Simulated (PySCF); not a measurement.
Work out the structure from these simulated measurements.

Elements present: C, H, O and Si. Monoisotopic mass: 154.0270 u.

* 13C NMR: chemical shifts (computed TMS as zero) by class: 210.7 (1 C), 182.3 (1 C), 170.9 (1 C), 78.2 (1 C), 45.4 (1 C), 39.6 (1 C) ppm [GIAO PBE0/pcSseg-1]
* Dipole: 2.70 D [PBE0/pcSseg-1]
* NMR, other nuclei: isotropic shieldings of nuclei other than C and H, by class: -335 (1 O), 438 (1 Si), 440 (1 Si) ppm [GIAO PBE0/pcSseg-1]
* Rotational structure: rotational constants A, B, C: 1.386, 1.024, 0.669 GHz [GFN2-xTB]
* 1H NMR: chemical shifts (computed TMS as zero) by class: 4.29 (1 H), 4.18 (3 H), 4.15 (3 H), 3.36 (1 H), 2.86 (1 H), 2.82 (1 H) ppm [GIAO PBE0/pcSseg-1]

Electronic properties: PySCF, gas phase, density fitting. Levels stand in brackets. Geometry: GFN2-xTB; no solvent, vibrations or thermal averaging. GFN2-xTB frequencies show an imaginary mode (44i cm⁻¹), so this geometry is no minimum at that level. Each NMR value is the plain mean over a class of atoms that symmetry, rotation or inversion makes alike.

**Question.** Which formula fits the mass and the elements?

**Answer.** C6H10OSi2 (calculated 154.0270). No other formula that holds each of these elements comes within 0.0003 u with a fitting electron parity and a possible valence count.

**Question.** What is the compound? Reason from the data.

**Answer.** Numbering: `[O:1]=[C:2]1[CH2:3][C@@H:4]2[C:5]([SiH3:6])=[C:7]([SiH3:8])[C@H:9]12`. Its formula, C6H10OSi2, gives 4 degrees of unsaturation: 2 rings and 2 π bonds in the structure found. 6 carbons fall into 6 classes; from least to most shielded: ketone carbonyl carbon [C2] (210.7 ppm), fully substituted alkene carbon [C5] (182.3 ppm), fully substituted alkene carbon [C7] (170.9 ppm), sp3 carbon at a ring junction [C9] (78.2 ppm), sp3 carbon next to a carbonyl [C3] (45.4 ppm), sp3 carbon at a ring junction [C4] (39.6 ppm). Hydrogen classes from least to most shielded: 1 H on an sp3 carbon at a ring junction, C9 (4.29 ppm), 3 H on an SiH3 silicon, Si8 (4.18 ppm), 3 H on an SiH3 silicon, Si6 (4.15 ppm), 1 H on an sp3 carbon at a ring junction, C4 (3.36 ppm), 1 H on an sp3 carbon next to a carbonyl, C3 (2.86 ppm), 1 H on an sp3 carbon next to a carbonyl, C3 (2.82 ppm). The other shieldings belong to: -335 ppm, ketone oxygen [O1]; 438 ppm, SiH3 silicon [Si8]; 440 ppm, SiH3 silicon [Si6]. The optimised geometry has point group C1 and is an asymmetric top. Structure: `O=C1C[C@@H]2C([SiH3])=C([SiH3])[C@H]12`. Computed isomers that give other values at the same levels: `C#C[Si@@H](C=C)C(=C)O[SiH3]` (13C chemical shifts (computed TMS as zero) by class: 168.5 (1 C), 145.0 (1 C), 140.2 (1 C), 108.6 (1 C), 103.9 (1 C), 87.8 (1 C) ppm); `[SiH3]O[SiH2]c1ccccc1` (13C chemical shifts (computed TMS as zero) by class: 140.4 (1 C), 138.2 (2 C), 135.5 (1 C), 133.2 (2 C) ppm); `O=C1C=C(/C([SiH3])=C\[SiH3])C1` (13C chemical shifts (computed TMS as zero) by class: 186.9 (1 C), 180.3 (1 C), 159.2 (1 C), 159.1 (1 C), 140.9 (1 C), 53.9 (1 C) ppm). The assignments are read from this structure; whether some other isomer fits the data as well wasn't checked. The mirror image fits equally.
